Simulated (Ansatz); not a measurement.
Ansatz (an electronic-structure program) input:

Ansatz 0.2 input:
```yaml
crystal:
  periodic: [false, false, false]
  atoms:
    - {symbol: Y, position_ang: [0.49225411, -0.23530541, -0.28512371]}
    - {symbol: Cl, position_ang: [-0.65135885, 1.69621407, -0.99974866]}
    - {symbol: Cl, position_ang: [-0.47792998, -1.15639578, 1.65385600]}
basis:
  gaussian:
    orbitals: def2-TZVPD
hamiltonian:
  xc: {name: SVWN5}
total_charge: 1
output: {forces: true}
```

### Question
Predict the final energy.

### Answer
-955.57825 Eh (SVWN5/def2-TZVPD). The basis has 132 functions.

The spin state was set by rule; other spins were not relaxed.
